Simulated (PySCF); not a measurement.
## TDDFT excited states: C4H8OSi

Species: C4H8OSi.
SMILES: `O([SiH3])/C=C\C=C`

Method used: TDDFT PBE0/def2-SVPD, vertical, gas phase, core orbitals frozen in the response (PySCF). One conformer (not necessarily the lowest) at the GFN2-xTB geometry, without solvent, vibrations or thermal averaging. Torsions of this conformer, `[CH2:1]=[CH:2]/[CH:3]=[CH:4]\[O:5][SiH3:6]`: C1–C2–C3–C4 180°, C3–C4–O5–Si6 180°.

**Question.** What does the calculation give for the low-lying excited states?

**Answer.** 

```json
{"state": "S1", "E (eV)": "5.17", "λ (nm)": "239.7", "f": "0.0004", "symmetry": "–", "main configurations (H = HOMO, L = LUMO)": "H→L+1 (98%)"}
{"state": "S2", "E (eV)": "5.36", "λ (nm)": "231.4", "f": "0.725", "symmetry": "A′", "main configurations (H = HOMO, L = LUMO)": "H→L (96%)"}
{"state": "S3", "E (eV)": "6.20", "λ (nm)": "200.0", "f": "0.0041", "symmetry": "A″", "main configurations (H = HOMO, L = LUMO)": "H→L+2 (94%)"}
{"state": "S4", "E (eV)": "6.35", "λ (nm)": "195.4", "f": "0.0019", "symmetry": "–", "main configurations (H = HOMO, L = LUMO)": "H→L+3 (80%), H→L+4 (13%)"}
{"state": "S5", "E (eV)": "6.47", "λ (nm)": "191.7", "f": "0.0032", "symmetry": "A″", "main configurations (H = HOMO, L = LUMO)": "H→L+4 (80%), H→L+3 (14%)"}
{"state": "S6", "E (eV)": "6.77", "λ (nm)": "183.1", "f": "0.018", "symmetry": "A′", "main configurations (H = HOMO, L = LUMO)": "H→L+5 (73%), H-1→L (19%)"}
{"state": "S7", "E (eV)": "6.78", "λ (nm)": "182.9", "f": "0.031", "symmetry": "A″", "main configurations (H = HOMO, L = LUMO)": "H→L+6 (94%)"}
{"state": "S8", "E (eV)": "7.03", "λ (nm)": "176.4", "f": "0.0025", "symmetry": "A″", "main configurations (H = HOMO, L = LUMO)": "H-2→L (92%)"}
```

Triplets (Tamm–Dancoff): T1 3.02 eV, H→L (95%); T2 5.09 eV, H-1→L (46%), H→L+7 (24%), H→L+5 (11%); T3 5.09 eV, H→L+1 (88%).

The lowest singlet comes at 240 nm (499 kJ/mol) in the ultraviolet; it is dark (f under 0.0005); its leading configuration is HOMO→LUMO+1 (98%). The strongest level in the table is S2 at 5.36 eV (231 nm, f = 0.725). S6/S7 lie within about 0.01 eV of each other. Löwdin shares by element: HOMO carbon 63% or more, oxygen 13% (atoms not listed hold the other 24%); LUMO carbon 76% (atoms not listed hold the other 24%). Weighted by f, the mean energy of these states is 5.46 eV. Of the 8 states listed, 3 reach f = 0.01 and 1 stays under 0.0005. Orbital energies (eV): HOMO-3 -9.87, HOMO-2 -9.13, HOMO-1 -8.74, HOMO -6.22, LUMO -0.63, LUMO+1 -0.04, LUMO+2 0.76. Symmetry labels in Cs follow from the direction of the transition dipole and are given only for states with f of 0.002 or more. Only the lowest 8 singlets were computed, as vertical energies without vibronic structure.
